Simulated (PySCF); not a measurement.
## From computed data to an observable: chemical shift, span and skew from a shielding tensor

GaH5OSi, SMILES [SiH3][O][GaH2]. Atoms are numbered in the order given.

```xyz
8

Ga    -0.0476    -1.1918     0.0000
H     -1.5945    -1.4213     0.0000
H      1.1202    -2.2231     0.0000
O      0.4911     0.5114     0.0000
Si    -0.0850     2.0600     0.0000
H      0.3975     2.7860    -1.2142
H     -1.5846     2.0863     0.0000
H      0.3975     2.7860     1.2142
```

Coordinates come from a PBE0-D3(BJ)/def2-SVP optimisation.

GIAO shieldings from HF/pcSseg-1 (PySCF), non-relativistic, no solvent. The symmetric part of the tensor of Si5 has the principal values 398.9, 404.4, 505.4 ppm. The same nucleus in TMS has σ = 393.8 ppm at this level (PySCF, at its B3LYP-D3(BJ)/def2-TZVP geometry).

### Question
Work out the isotropic shielding, the ²⁹Si shift against TMS, the span and the skew.

### Answer

σ(iso) = (σ11 + σ22 + σ33)/3 = 436.2 ppm. δ = σ(ref) − σ(iso) = 393.8 − (436.2) = -42.4 ppm.
Span Ω = σ33 − σ11 = 106.5 ppm. Skew κ = 3(σ(iso) − σ22)/Ω = 0.90. Tumbling in solution averages the tensor to δ; in a static solid the shielding alone would spread this spin-1/2 line over Ω.
